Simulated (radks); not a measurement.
The numbers below are computed, except where a source is named.
Q: All-electron atom: the ruthenium ion Ru42+ in [He]. Code: a radial shooting solver on a logarithmic mesh with Libxc functionals. Model: scalar-relativistic Kohn-Sham, PBE, spin-polarised, spherical densities, finite nucleus; Fermi nuclear charge, rms radius 4.4809 fm. Some entries of the table are withheld. Estimate them.

orbital,occ.,eigenvalue (Ry),<r> (bohr),<r^2> (bohr^2)
1s,2,-1910.579,0.03321,(1)
2s,0,(2),(3),(4)
2p,0,-455.2573,(5),(6)

A: 
(1) 1s <r^2> (bohr^2): 0.001486
(2) 2s eigenvalue (Ry): -468.4187
(3) 2s <r> (bohr): 0.1346
(4) 2s <r^2> (bohr^2): 0.02121
(5) 2p <r> (bohr): 0.1148
(6) 2p <r^2> (bohr^2): 0.01588
